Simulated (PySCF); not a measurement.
## UHF on Mo³⁺ (molybdenum, charge +3)

Configuration: [Kr] 4d3, high-spin 4F determinant. Calculation: PySCF 2.14, in aug-cc-pVTZ-DK; the spin-free X2C one-electron Hamiltonian (Gaussian nucleus).

```
Total energy                        : -4044.339408 hartree
One-electron energy                 : -5535.0735 hartree
Hartree (Coulomb) energy            : 1612.6198 hartree
Exchange energy                     : -121.8857 hartree
⟨S²⟩                                : 3.7544
⟨L²⟩                                : 12.054
Sum of ⟨r⟩                          : 23.03 bohr
Sum of ⟨r²⟩                         : 25.70 bohr²
Langevin diamagnetic susceptibility : -20.4 ×10⁻⁶ cm³/mol
```

| shell | electrons | mean orbital energy (hartree) | spread (hartree) | rms radius, mean of both spins (bohr) |
| --- | --- | --- | --- | --- |
| 1s β | 1 | -740.07150 | 0 | 0.0404 |
| 1s α | 1 | -740.07059 | 0 | 0.0404 |
| 2s α | 1 | -108.37092 | 0 | 0.166 |
| 2s β | 1 | -108.34552 | 0 | 0.166 |
| 2p α | 3 | -96.80953 | 0 | 0.148 |
| 2p β | 3 | -96.78451 | 0 | 0.148 |
| 3s α | 1 | -20.65834 | 0 | 0.456 |
| 3s β | 1 | -20.64492 | 0 | 0.456 |
| 3p α | 3 | -16.75926 | 0 | 0.462 |
| 3p β | 3 | -16.74246 | 0 | 0.462 |
| 3d α | 5 | -10.41023 | 0.03874 | 0.453 |
| 3d β | 5 | -10.37141 | 0.00924 | 0.453 |
| 4s α | 1 | -4.18314 | 0 | 1.17 |
| 4s β | 1 | -4.02017 | 0 | 1.17 |
| 4p α | 3 | -3.04085 | 0 | 1.30 |
| 4p β | 3 | -2.82320 | 0 | 1.30 |
| 4d α | 3 | -1.48418 | 0 | 1.72 |

Densities and radii are taken from the X2C orbitals without a picture-change correction, which distorts them close to the nucleus.

Spin-orbit constants ζ (cm⁻¹) from the X2C one-electron operator on these orbitals: bare nucleus, nucleus screened by l(l+1)(2l+1)/3 electrons, and screened by the Breit-Pauli mean field of the electrons.

| shell | bare | screened nucleus | mean field |
| --- | --- | --- | --- |
| 2p | 580900 | 553300 | n/a |
| 3p | 96720 | 92120 | n/a |
| 3d | 13640 | 10390 | n/a |
| 4p | 13060 | 12430 | n/a |
| 4d | 1136 | 865.2 | n/a |

To first order the Landé constant is A = 288.4 cm⁻¹, so the lowest level has J = 3/2 and lies 0.215 eV below the centre of the term. This holds in LS coupling only.
